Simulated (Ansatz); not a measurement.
CH$_{4}$AlI, SMILES `[CH3][AlH][I]`. Total charge 0; spin multiplicity 1. I: def2 effective core potential.

Z-matrix (Å, degrees):
```
C
Al 1 1.940
H 1 1.091 2 112.7
H 1 1.095 2 110.3 3 121.2
H 1 1.095 2 110.3 3 -121.2
I 2 2.483 1 119.5 3 0.2
H 2 1.580 1 124.3 3 -179.8
```

Q: What are the harmonic wavenumbers in cm⁻¹ at PBE0-D4/def2-TZVP (Ansatz, finite differences of forces, unscaled)? (Best estimate.)

A: Computed: 12i, 141, 333, 388, 558, 658, 666, 752, 1217, 1434, 1440, 1946, 3038, 3111, 3146.
